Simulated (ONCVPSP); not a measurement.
# Before and after: ONCV potential for N

ONCVPSP 4.0.1 input, shortened (lines: element, Z, core and valence counts, functional; n l f; lmax; l rc ep ncon nbas qcut; lloc lpopt rc5 dvloc0; l nproj debl; icmod fcfact rcfact), PBE, scalar-relativistic:

```
  N 7.00    1    2        4      upf
    1    0    2.00
    2    0    2.00
    2    1    3.00
    2
    0    0.85    0.00    4    8    7.40
    1    2.20    0.00    5    9    5.70
    2    2.30    0.29    4    8    3.90
    4    5    0.80    3.00
    0    2    1.30
    1    2    3.00
    2    2    3.00
    2    0.40    0.95
```

All-electron outer shells of the reference configuration (PBE, scalar-relativistic, ld1.x):

```json
{"shell": "1s", "level (eV)": "-384.72", "outermost node (bohr)": "–", "outermost maximum (bohr)": "0.15"}
{"shell": "2s", "level (eV)": "-18.58", "outermost node (bohr)": "0.32", "outermost maximum (bohr)": "1.02"}
{"shell": "2p", "level (eV)": "-7.09", "outermost node (bohr)": "–", "outermost maximum (bohr)": "0.98"}
```

Change: reference 2s2 2p1. In the s channel the program set the typed energies aside and used -1.807, 0.250 Ha. In the p channel the program set the typed energies aside and used -1.379, 0.050 Ha. In the d channel the program set the typed energies aside and used 0.050, 3.050 Ha.

Cutoffs: the cutoffs (Ha) at which the residual kinetic energy of the hardest occupied pseudo-wave falls to 1 and 0.1 mHa per electron; they do not see the model core or the augmentation charge, which bear on the density cutoff. Errors are all-electron minus pseudo energies relative to the spin-unpolarised reference configuration.

Task: What does the change do?

Result: The potential gets harder (29 Ha and 119 Ha → 32 Ha and 177 Ha); both files keep a bound ghost (d); the range in which the p phases agree narrows (upper end 4.7 → 3.4); the range in which the d phases agree narrows (upper end at the end of the scan → 1.9).

```csv
quantity,base,changed
"cutoff, loose",29 Ha,32 Ha
"cutoff, tight",119 Ha,177 Ha
loose cutoff by channel,"s 29 Ha, p 13 Ha","s 32 Ha, p 14 Ha"
bound ghosts,d,d
GHOST(+) flags under 300 eV,none,none
"largest error over its own tests, meV",+2397,+1693
s: phases at 0.86 bohr within 0.05 rad from the reference energy up to (Ha; the scan ends near 5),to the end of the scan,to the end of the scan
p: phases at 2.24 bohr within 0.05 rad from the reference energy up to (Ha; the scan ends near 5),4.7,3.4
d: phases at 2.33 bohr within 0.05 rad from the reference energy up to (Ha; the scan ends near 5),to the end of the scan,1.9
"rms error of d²Exc/dni dnj with the model core, mHa",1.53,4.80
```

 A true bound ghost makes a file unfit for plane-wave use even where its test errors are small: the radial tests pick states by their node count and pass the ghost by.
